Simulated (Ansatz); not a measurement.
Consider the formal exchange of groups at the Se–Si bond: `[SeH][SiH]1BC1` + `[OH][GeH2][SH]` → `[OH][GeH]([SH])[SeH]` + `B1C[SiH2]1`.

Gas-phase electronic energies from Ansatz, PBE0-D4/def2-TZVP geometries. CCSD(T)/CBS adds triple-zeta CCSD(T) − MP2 to the extrapolated MP2 energy (def2 sets, frozen cores). DFT in def2-TZVPP. For Ge, Se outer-core shells are correlated without core-valence functions, which leaves a few kJ/mol of doubt a bond. Scalar relativity is left out up to krypton. Each species was taken in one conformer, which may not be the lowest.

| level | ΔE (kJ/mol) | difference from CCSD(T)/CBS |
| --- | --- | --- |
| B97M-V | 10.8 | 2.6 |
| ωB97M-V | 6.6 | -1.6 |
| revPBE | 12.1 | 3.9 |
| r2SCAN0 | 8.4 | 0.2 |
| BHLYP | 5.7 | -2.5 |
| CAM-B3LYP | 7.0 | -1.2 |
| MP2/def2-TZVPP | 8.3 | 0.1 |
| CCSD/def2-TZVPP | 5.8 | -2.4 |
| HF/CBS(def2) | 2.5 | -5.7 |
| CCSD/CBS(def2) | 6.9 | -1.3 |
| CCSD(T)/CBS | 8.2 | 0 |

Largest T1 diagnostic among the species: 0.014.

From BLYP to BHLYP (50 % exact exchange), in def2-TZVPP and without D4, ΔE moves by −3.6 kJ/mol. At CCSD(T), def2-SVP lies −3.5 kJ/mol from the extrapolated value and def2-TZVPP −1.0 kJ/mol.
